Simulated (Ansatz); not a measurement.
Species: C3H7B, SMILES `B/C=C/C` (charge 0, multiplicity 1).

Q: Give a relaxed geometry from PBE-D3(BJ)/def2-TZVP (Ansatz, a first-principles code).

A: This is not unique; one that fits is the end point of this relaxation, one of several conformers (outside a Z-matrix the atoms follow the SMILES, hydrogens last).
Z-matrix (Å, degrees):
```
C
C 1 1.3562
H 1 1.0978 2 117.61
H 2 1.0982 1 116.94 3 179.99
C 1 1.4885 3 115.98 2 -180.00
H 5 1.0979 1 112.14 3 -179.99
H 5 1.1030 6 108.87 1 -122.62
H 5 1.1030 6 108.87 7 -114.77
B 2 1.5286 4 121.95 1 -179.97
H 9 1.2036 2 121.96 4 0.03
H 9 1.2060 10 119.15 2 -179.99
```
